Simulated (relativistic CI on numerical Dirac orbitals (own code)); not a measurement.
**How well does a small relativistic CI reproduce I⁵⁺?**

Computed by Dirac-Coulomb-Breit CI, KLI orbitals optimised for each configuration, QED by a radiative potential, valence Slater integrals scaled by 0.85, P86 correlation estimate, and configurations built on the next ion tied to the tabulated ionisation energy (semi-empirical) (own radial code, finite nucleus).

CI space (outside the closed core [Kr]): 4d10 5s2, 4d10 5s 5d, 4d10 5s 6s, 4d10 5s 6p, 4d10 5s 5p, 4d10 5s 6d, 4d10 5s 7s, 4d10 5s 5f, 4d10 5s 6f, 4d10 5p2, 4d10 5d2, 4d10 4f2, 4d10 5s 5g, 4d10 5p 5d, 4d10 5s 4f, 4d10 4f 5p, 4d10 5f2, 4d9 5s2 4f, 4d10 5p 5f, 4d10 4f 5d, 4d10 5g2, 4d10 5p 5g, 4d9 5s 5p2, 4d10 5s 7p. Levels of other configurations are missing.

```csv
Configuration,Term (tabulated),J,Measured (cm⁻¹),Computed,Error,Purity (%)
4d10 5s2,1S,0,0.0,0,0,98
4d10 5s 5p,3P°,0,85665.6,87517,1852,100
4d10 5s 5p,3P°,1,89261.7,91042,1780,97
4d10 5s 5p,3P°,2,99685.4,101090,1404,100
4d10 5s 5p,1P°,1,127423.8,129214,1790,95
4d10 5p2,3P,0,200084.8,198691,-1393,92
4d10 5p2,3P,1,208474.5,206491,-1983,100
4d10 5p2,1D,2,209431.7,206655,-2776,60
4d10 5p2,3P,2,221983.8,219048,-2935,69
4d10 5p2,1S,0,245658.5,243454,-2205,89
4d10 5s 5d,3D,1,251816.9,254606,2789,99
4d10 5s 5d,3D,2,252540.3,255275,2735,99
4d10 5s 5d,3D,3,253751.8,256394,2643,99
4d10 5s 5d,1D,2,270094.7,273104,3010,81
4d10 5s 6s,3S,1,296253.4,298412,2158,100
4d10 5s 6s,1S,0,302858.0,306092,3234,100
4d10 5s 6p,3P°,0,335737.6,337273,1535,99
4d10 5s 6p,3P°,1,336197.2,338046,1849,89
4d10 5s 6p,3P°,2,340462.4,341692,1230,81
4d10 5s 6p,1P°,1,341729.0,345323,3594,90
4d10 5p 5d,3F°,2,347472.0,342196,-5276,70
4d10 5p 5d,3F°,3,353652.0,348139,-5513,92
4d10 5p 5d,1D°,2,356797.0,351879,-4918,58
4d10 5p 5d,3D°,1,361780.0,358124,-3656,70
4d10 5p 5d,3F°,4,362500.0,356350,-6150,98
4d10 5p 5d,3D°,3,371695.0,367561,-4134,92
4d10 5p 5d,3P° †,0,373009.0,367980,-5029,98
4d10 5p 5d,3P° †,1,373131.0,368326,-4805,73
4d10 5p 5d,1F°,3,387975.0,387659,-316,83
4d10 5s 7s,3S,1,416535.0,417822,1287,100
4d10 5s 7s,1S,0,418707.0,420650,1943,100
```

Measured levels from measured levels as listed in Rauch et al., Astron. Astrophys. 606, A105 (2017); pairs were made by configuration, J and term (by order where the table uses no LS term), so strongly mixed levels may be paired wrongly.

Mean error by configuration (cm⁻¹): 4d10 5s 5p 1707; 4d10 5p2 -2259; 4d10 5s 5d 2794; 4d10 5s 6s 2696; 4d10 5s 6p 2052; 4d10 5p 5d -4280; 4d10 5s 7s 1615. Over the excited levels the mean absolute error is 2717 cm⁻¹ (30 of the 36 excited levels that our extract of the source holds in range could be paired, and the others can miss by more), and the median relative error of those above 1,000 cm⁻¹ is 1.1 %. † marks terms whose computed intervals miss the measured ones by more than a factor of 2.5, or configurations far off the rest, from wrong mixing, a near crossing or a doubtful label or measurement; they are left out of the means.
